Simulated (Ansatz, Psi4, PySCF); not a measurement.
C$_{4}$H$_{5}$, charge -1, singlet, geometry from GFN2-xTB (in this run its highest filled SCF level lies above zero, so its values depend strongly on the basis, on diffuse functions most of all). Base run: BLYP/6-31G* (PySCF).

The PySCF input:
```python
from pyscf import gto, scf, dft

mol = gto.M(
    atom='''
C    -0.003359   -0.713136    0.730145
C     0.058079    0.679917    0.791595
C    -0.058679   -0.807129   -0.661348
C     0.003381    0.717752   -0.734871
H    -0.006971   -1.479675    1.514966
H    -0.487048    1.361164    1.458534
H     0.486429   -1.492445   -1.324122
H     0.893770    1.137841   -1.231763
H    -0.882716    1.208692   -1.170736
''',
    basis='6-31g*',
    charge=-1,
    spin=0,
    verbose=4,
)

mf = dft.RKS(mol)
mf.xc = 'blyp'
mf.kernel()
```

The same geometry, method and basis name were run in Ansatz (a first-principles code) and Psi4 and PySCF, at each program's defaults and at the settings that a row names. The base is PySCF at its defaults. Differences at the defaults can come from grids, fitting, cores and function types together.

| code and settings | ΔE vs base (mEh) | basis functions | E (Eh) | SCF cycles |
|---|---|---|---|---|
| PySCF, defaults (exact integrals, its default grid, spherical functions) | 0.000 | 66 | -155.20010 | 9 |
| Psi4, defaults (density fitting with its default set, its default grid, Cartesian functions) | -4.294 | 70 | -155.20440 | 9 |
| Ansatz, defaults (factorised integrals, its default grid, Cartesian functions) | -4.212 | 70 | -155.20431 | - |
| PySCF, density fitting with def2-universal-jkfit | -0.072 | 66 | -155.20017 | 9 |
| PySCF, fine grid | 0.000 | 66 | -155.20010 | 9 |
| Psi4, exact integrals, spherical functions, fine grid | -0.001 | 66 | -155.20010 | 13 |
| Ansatz, high accuracy, Cartesian functions as the basis file defines them | -4.211 | 70 | -155.20431 | - |
